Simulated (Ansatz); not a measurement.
Reaction (ligand exchange at a B–O bond): `OBCl` + CH₃OH → `COBCl` + H₂O

Gas-phase electronic energies from Ansatz, PBE0-D4/def2-TZVP geometries. CCSD(T)/CBS adds triple-zeta CCSD(T) − MP2 to the extrapolated MP2 energy (def2 sets, frozen cores). This one scheme is used for every species. DFT in def2-TZVPP. B3LYP here is the variant with VWN-RPA as its local correlation; programs differ in this. Each species was taken in one conformer, which may not be the lowest.

`OBCl`:

Cartesian coordinates in Å:
```
O 0.147 0.032 -1.051
B -0.178 -0.317 0.201
Cl 0.167 0.753 1.563
H 0.571 0.894 -1.118
H -0.707 -1.362 0.405
```

CH₃OH:

```xyz
6

C    -0.342    0.001    0.099
O     1.002   -0.420    0.084
H    -0.867   -0.632    0.815
H    -0.828   -0.115   -0.878
H    -0.450    1.044    0.423
H     1.485    0.123   -0.542
```

`COBCl`:

Cartesian coordinates in Å:
```
C 0.089 -0.983 -0.545
O -0.600 0.221 -0.259
B -0.121 1.116 0.605
Cl -1.051 2.577 0.891
H 0.311 -1.013 -1.613
H 1.019 -1.056 0.024
H -0.559 -1.824 -0.293
H 0.912 0.962 1.189
```

H₂O:

Cartesian coordinates in Å:
```
O -0.229 -0.309 -0.058
H -0.479 0.617 -0.091
H 0.708 -0.308 0.149
```

```json
{"level": "LDA (SPW92)", "ΔE (kcal/mol)": "-0.6", "difference from CCSD(T)/CBS": "0.7"}
{"level": "PBE-D4", "ΔE (kcal/mol)": "-0.2", "difference from CCSD(T)/CBS": "1.1"}
{"level": "revPBE-D4", "ΔE (kcal/mol)": "-0.3", "difference from CCSD(T)/CBS": "1.0"}
{"level": "PBE0-D4", "ΔE (kcal/mol)": "-0.3", "difference from CCSD(T)/CBS": "1.0"}
{"level": "BHLYP-D4", "ΔE (kcal/mol)": "-0.5", "difference from CCSD(T)/CBS": "0.8"}
{"level": "PBE-QIDH", "ΔE (kcal/mol)": "-0.4", "difference from CCSD(T)/CBS": "0.9"}
{"level": "PBE0", "ΔE (kcal/mol)": "0.2", "difference from CCSD(T)/CBS": "1.5"}
{"level": "B3LYP", "ΔE (kcal/mol)": "0.2", "difference from CCSD(T)/CBS": "1.5"}
{"level": "r2SCAN0", "ΔE (kcal/mol)": "0.0", "difference from CCSD(T)/CBS": "1.3"}
{"level": "LC-ωPBE", "ΔE (kcal/mol)": "0.0", "difference from CCSD(T)/CBS": "1.3"}
{"level": "RPA@PBE/def2-TZVPP", "ΔE (kcal/mol)": "-0.8", "difference from CCSD(T)/CBS": "0.5"}
{"level": "CCSD(T)/def2-SVP", "ΔE (kcal/mol)": "0.7", "difference from CCSD(T)/CBS": "2.0"}
{"level": "CCSD/def2-TZVPP", "ΔE (kcal/mol)": "-0.7", "difference from CCSD(T)/CBS": "0.6"}
{"level": "CCSD(T)/def2-TZVPP", "ΔE (kcal/mol)": "-0.9", "difference from CCSD(T)/CBS": "0.4"}
{"level": "HF/def2-QZVPP", "ΔE (kcal/mol)": "0.4", "difference from CCSD(T)/CBS": "1.7"}
{"level": "CCSD/CBS(def2)", "ΔE (kcal/mol)": "-1.1", "difference from CCSD(T)/CBS": "0.2"}
{"level": "CCSD(T)/CBS", "ΔE (kcal/mol)": "-1.3", "difference from CCSD(T)/CBS": "0"}
```

Largest T1 diagnostic among the species: 0.012.

Leaving LDA and LC-ωPBE aside and taking each functional with its dispersion term where it has one, the values, not all of them listed here, spread over 0.4 kcal/mol, from BLYP-D4 to r2SCAN-D4. LDA lies −0.9 kcal/mol from PBE without D4. At CCSD(T), def2-SVP lies +2.0 kcal/mol from the extrapolated value and def2-TZVPP +0.4 kcal/mol.
